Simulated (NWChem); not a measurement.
Molecule: BNH₃, doublet; SMILES B[NH]

In the optimisation the excess spin sits in a' (Cs, its own frame).

### Question
Give the equilibrium geometry at B3LYP/6-31G* (spherical d), spin-unrestricted (NWChem) as a list of bonds and angles, with the point group.

### Answer
point group Cs; any orientation.
Bond lengths (Å): B1–N2 1.337, B1–H3 1.204, B1–H4 1.211, N2–H5 1.003. Bond angles (°): N2–B1–H3 121.3, N2–B1–H4 119.0, H3–B1–H4 119.7, B1–N2–H5 163.8.
